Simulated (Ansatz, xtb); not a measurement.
The molecule ZrH+, multiplicity 3 (lowest of 2S+1 = 1, 3, 5, 7 at CCSD(T)/def2-TZVPP on PBE0 minima; our sources give no spin for the ground state, which may be another). No spin–orbit coupling.

Constants: fifth-degree fit in 1/R to seven points, most abundant isotopes. In def2 and cc sets the state is the lowest found near the PBE0 minimum, followed along R.

Codes used: Ansatz (Gaussian basis) for Hartree–Fock, density functionals and correlated methods; xtb for the GFN methods.  In def2 rows elements past Kr take small-core potentials, without spin–orbit coupling. The GFN methods have no spin term and hold the electronic entropy of 300 K.

```json
[
 {"level": "GFN1-xTB", "r_e (Å)": "1.774", "ω_e (cm⁻¹)": "1630", "B_e (cm⁻¹)": "5.37", "ω_e x_e (cm⁻¹)": "6.6"},
 {"level": "SVWN5/def2-TZVPP", "r_e (Å)": "1.803", "ω_e (cm⁻¹)": "1756", "B_e (cm⁻¹)": "5.20", "ω_e x_e (cm⁻¹)": "23"},
 {"level": "PBE/def2-TZVPP", "r_e (Å)": "1.807", "ω_e (cm⁻¹)": "1740", "B_e (cm⁻¹)": "5.18", "ω_e x_e (cm⁻¹)": "24"},
 {"level": "r2SCAN/def2-TZVPP", "r_e (Å)": "1.802", "ω_e (cm⁻¹)": "1771", "B_e (cm⁻¹)": "5.21", "ω_e x_e (cm⁻¹)": "24"},
 {"level": "B97M-V/def2-TZVPP", "r_e (Å)": "1.813", "ω_e (cm⁻¹)": "1711", "B_e (cm⁻¹)": "5.14", "ω_e x_e (cm⁻¹)": "23"},
 {"level": "B3LYP/def2-TZVPP", "r_e (Å)": "1.805", "ω_e (cm⁻¹)": "1763", "B_e (cm⁻¹)": "5.19", "ω_e x_e (cm⁻¹)": "23"},
 {"level": "PBE0/def2-TZVPP", "r_e (Å)": "1.801", "ω_e (cm⁻¹)": "1765", "B_e (cm⁻¹)": "5.22", "ω_e x_e (cm⁻¹)": "24"},
 {"level": "BHLYP/def2-TZVPP", "r_e (Å)": "1.802", "ω_e (cm⁻¹)": "1778", "B_e (cm⁻¹)": "5.21", "ω_e x_e (cm⁻¹)": "23"},
 {"level": "CAM-B3LYP/def2-TZVPP", "r_e (Å)": "1.802", "ω_e (cm⁻¹)": "1782", "B_e (cm⁻¹)": "5.21", "ω_e x_e (cm⁻¹)": "22"},
 {"level": "wB97X-V/def2-TZVPP", "r_e (Å)": "1.813", "ω_e (cm⁻¹)": "1762", "B_e (cm⁻¹)": "5.14", "ω_e x_e (cm⁻¹)": "19"},
 {"level": "wB97M-V/def2-TZVPP", "r_e (Å)": "1.812", "ω_e (cm⁻¹)": "1758", "B_e (cm⁻¹)": "5.15", "ω_e x_e (cm⁻¹)": "20"},
 {"level": "B2PLYP/def2-TZVPP", "r_e (Å)": "1.799", "ω_e (cm⁻¹)": "1781", "B_e (cm⁻¹)": "5.22", "ω_e x_e (cm⁻¹)": "22"},
 {"level": "CCSD/def2-TZVPP", "r_e (Å)": "1.803", "ω_e (cm⁻¹)": "1751", "B_e (cm⁻¹)": "5.20", "ω_e x_e (cm⁻¹)": "21"},
 {"level": "CCSD/def2-QZVPP", "r_e (Å)": "1.801", "ω_e (cm⁻¹)": "1772", "B_e (cm⁻¹)": "5.21", "ω_e x_e (cm⁻¹)": "21"},
 {"level": "CCSD(T)/def2-TZVPP", "r_e (Å)": "1.804", "ω_e (cm⁻¹)": "1743", "B_e (cm⁻¹)": "5.20", "ω_e x_e (cm⁻¹)": "22"},
 {"level": "CCSD(T)/def2-QZVPP", "r_e (Å)": "1.802", "ω_e (cm⁻¹)": "1765", "B_e (cm⁻¹)": "5.21", "ω_e x_e (cm⁻¹)": "22"},
 {"level": "CCSD(T)/CBS(def2-TZVPP, def2-QZVPP)", "r_e (Å)": "1.800", "ω_e (cm⁻¹)": "1776", "B_e (cm⁻¹)": "5.22", "ω_e x_e (cm⁻¹)": "22"}
]
```

Correlated levels freeze the inner cores; with def2 sets outer-core shells near the valence are correlated too. CBS(a, b) extrapolates the correlation energy as X⁻³ and adds the Hartree–Fock energy of set b.

Ansatz is a program for electronic structure.
